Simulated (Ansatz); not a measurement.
Relaxation of CH$_{6}$BClOSi (11 atoms, charge 0, multiplicity 1), to a largest force component of 0.015 eV/Å in at most 40 steps.

Level of theory: Ansatz 0.2.0, RKS PBE0-D4/def2-SVP.

```xyz
11
Properties=species:S:1:pos:R:3
C -1.068 -0.902 0.832
B 0.409 -0.488 0.618
Cl 1.692 -1.411 1.511
Si 0.985 0.963 -0.590
O 0.366 0.582 -2.190
H -1.664 0.041 1.210
H -1.529 -1.159 -0.148
H -1.173 -1.678 1.535
H 2.378 1.115 -0.553
H 0.300 2.209 -0.104
H 0.786 1.269 -2.792
```

Where does it end, and by what steps?

It converged. The force dipped under the threshold on the way, but the program's further checks kept it going. After 15 steps the energy has fallen by 0.496 eV; Cl3 moved furthest, 1.11 Å.

```json
{"step": "0", "energy less start (eV)": "0.0000", "largest force component (eV/Å)": "2.787", "accepted": "yes"}
{"step": "1", "energy less start (eV)": "-0.3413", "largest force component (eV/Å)": "1.091", "accepted": "yes"}
{"step": "2", "energy less start (eV)": "-0.4015", "largest force component (eV/Å)": "0.557", "accepted": "yes"}
{"step": "3", "energy less start (eV)": "-0.4308", "largest force component (eV/Å)": "0.321", "accepted": "yes"}
{"step": "4", "energy less start (eV)": "-0.4508", "largest force component (eV/Å)": "0.148", "accepted": "yes"}
{"step": "5", "energy less start (eV)": "-0.4637", "largest force component (eV/Å)": "0.190", "accepted": "yes"}
{"step": "6", "energy less start (eV)": "-0.4733", "largest force component (eV/Å)": "0.230", "accepted": "yes"}
{"step": "7", "energy less start (eV)": "-0.4795", "largest force component (eV/Å)": "0.141", "accepted": "yes"}
{"step": "8", "energy less start (eV)": "-0.4891", "largest force component (eV/Å)": "0.144", "accepted": "yes"}
{"step": "9", "energy less start (eV)": "-0.4928", "largest force component (eV/Å)": "0.138", "accepted": "yes"}
{"step": "10", "energy less start (eV)": "-0.4949", "largest force component (eV/Å)": "0.106", "accepted": "yes"}
{"step": "11", "energy less start (eV)": "-0.4932", "largest force component (eV/Å)": "0.160", "accepted": "no"}
{"step": "12", "energy less start (eV)": "-0.4959", "largest force component (eV/Å)": "0.037", "accepted": "yes"}
{"step": "13", "energy less start (eV)": "-0.4962", "largest force component (eV/Å)": "0.028", "accepted": "yes"}
{"step": "14", "energy less start (eV)": "-0.4964", "largest force component (eV/Å)": "0.010", "accepted": "yes"}
{"step": "15", "energy less start (eV)": "-0.4964", "largest force component (eV/Å)": "0.007", "accepted": "yes"}
```

```xyz
11
Properties=species:S:1:pos:R:3
C -1.018 -1.067 0.656
B 0.362 -0.363 0.775
Cl 1.368 -0.613 2.204
Si 1.077 0.930 -0.601
O 0.015 0.892 -1.898
H -1.767 -0.315 0.978
H -1.273 -1.299 -0.390
H -1.141 -1.952 1.297
H 2.467 0.552 -1.025
H 1.174 2.313 -0.020
H 0.220 1.460 -2.646
```

Run time: 38 s on 2 threads of Intel(R) Xeon(R) Platinum 8488C (Sapphire Rapids), on a shared host, peak memory 0.27 GiB.
